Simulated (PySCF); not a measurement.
C3H7FSi, SMILES FC1C[SiH2]C1. The structure is a stationary point at ωB97X-D3(BJ)/def2-SVP. This is a generated structure with no PubChem entry under its InChIKey; it may be hypothetical.

All values below come from ωB97X-D3(BJ)/def2-SVP in PySCF.

Harmonic wavenumbers (cm⁻¹): 137, 372, 421, 458, 512, 523, 674, 726, 760, 812, 888, 913, 975, 977, 1070, 1090, 1120, 1183, 1217, 1331, 1393, 1418, 1458, 2263, 2268, 3080, 3100, 3104, 3189, 3189. Rotational constants (GHz): 8.763, 2.814, 2.338; symmetry number 1.

Problem. Work out the zero-point energy and the ideal-gas rigid-rotor harmonic-oscillator thermochemistry at 298.15 K and 1 atm.

Solution. ZPE = ½ Σ hcν = ½ × 40623 cm⁻¹ = 58.07 kcal/mol. H − E(el) = 62.13 kcal/mol. Entropy in cal/(mol K): translation 39.41, rotation 26.12, vibration 8.70, total 74.23. G − E(el) = 40.00 kcal/mol. Cp = 23.11 cal/(mol K). Modes under 150 cm⁻¹ make the vibrational entropy uncertain.
